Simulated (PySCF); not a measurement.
**Which method gave which barrier?**

Saddle point of GaH₃SO, closed shell (GaH₃SO ([OH][GaH][SH]) → GaHS ([S][GaH]) + H₂O (still joined by a long Ga–O bond); bonds formed: O2–H4; bonds broken: S3–H4; bonds weakened to dative contacts: Ga1–O2), PBE0-D4/def2-TZVP structure:

Ga1  (-0.908, 0.182, -0.275)
O2  (0.790, 0.252, 0.677)
S3  (-0.373, -1.817, -0.682)
H4  (0.738, -0.902, 0.161)
H5  (-1.769, 1.458, -0.314)
H6  (1.522, 0.828, 0.432)
(Å)

PySCF 2.14 with density fitting (its default auxiliary sets; JK sets also for MP2 and CCSD(T)); basis: def2-TZVPP, with def2-QZVPP for the basis limit; cores frozen in the correlated methods. Filled d shells of the heavier atoms are correlated. The def2 sets are not built for correlating such inner shells, so the correlated values are less sure here. B3LYP uses VWN-RPA correlation. Extrapolation: Hartree–Fock as exp(−7.88 √X), correlation as X^−2.97. Four methods, as single points on the PBE0-D4 structures, gave these electronic barriers from the start structure: 26.19, 28.87, 33.34, 42.27 kcal/mol.

Q: The methods were, in alphabetical order, B3LYP-D4, BHLYP-D4, BLYP-D4, HF. Which gave which? (A judgement: the text doesn't fix the answer.)

A: Computed: BLYP-D4 26.19; B3LYP-D4 28.87; BHLYP-D4 33.34; HF 42.27 kcal/mol. For comparison, CCSD(T) at an estimated basis limit (MP2 extrapolated from triple and quadruple zeta, plus CCSD(T) − MP2 in triple zeta) gives 29.76 kcal/mol.

T1 diagnostic: at most 0.017.

Labels in which every atom is bracketed show which atoms are joined, not bond orders.

For scale, one of the runs: CCSD(T)/def2-TZVPP, 163 basis functions, launched by `OMP_NUM_THREADS=4 python run.py`. Hardware: 4 CPU threads of an Arm Neoverse V1, shared host. Wall time 3.4 min; peak host memory 1.5 GiB.
